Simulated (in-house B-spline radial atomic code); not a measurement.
Atomic self-consistent-field run: the calcium ion Ca⁸⁺. Computed with a B-spline radial code for spherical atoms: scalar-relativistic (X2C) wB97X, spin-polarised, spherical fractional occupations, Fermi nucleus of rms radius 3.4776 fm.

Command:
```bash
python run_scf.py task.json out
```
Settings (nuclear radius in fm, mass in u):
```
Z                20
configuration    [Ne] 3s2
hamiltonian      x2c
method           wb97x
spin_polarised   True
nucleus          fermi
rms_radius       3.4776
atomic_mass      39.96259
speed_of_light   137.035999084
```

Output (hartree, bohr):
```
 radial grid: 65 intervals, B-splines of order 8, outer radius 7.931 bohr

 iter        energy (Eh)    residual
    1        -650.335165    1.11e+00
    2        -657.867213    2.85e-01
    3        -658.264097    1.08e-01
    4        -658.325042    4.08e-02
    5        -658.335002    1.03e-02
    6        -658.335614    8.67e-05
    7        -658.335614    1.17e-05
    8        -658.335614    9.32e-07
    9        -658.335614    2.09e-07

 total energy                      -658.33561
 kinetic                             663.8441
 electron-nucleus                  -1489.5527
 Hartree                             199.1670
 exact exchange                       -6.6126
 exchange-correlation                -25.1814

 orbital      occ     eigenvalue          <r>       <r^2>       <1/r>       r_max
 1s up      1.000      -152.3962    0.0765417  0.00789283     19.9169        0.05
 1s down    1.000      -152.3962    0.0765417  0.00789283     19.9169        0.05
 2s up      1.000       -21.6118     0.360179    0.153352     4.11242      0.2982
 2s down    1.000       -21.6118     0.360179    0.153352     4.11242      0.2982
 2p up      3.000       -18.6606     0.323413    0.128955     3.98973      0.2451
 2p down    3.000       -18.6606     0.323413    0.128955     3.98973      0.2451
 3s up      1.000        -6.7522     0.997359     1.12891     1.42313      0.9152
 3s down    1.000        -6.7522     0.997359     1.12891     1.42313      0.9152
```

Run time, properties included: 0.4 s on 1 thread of Arm Neoverse V2, on a shared host.
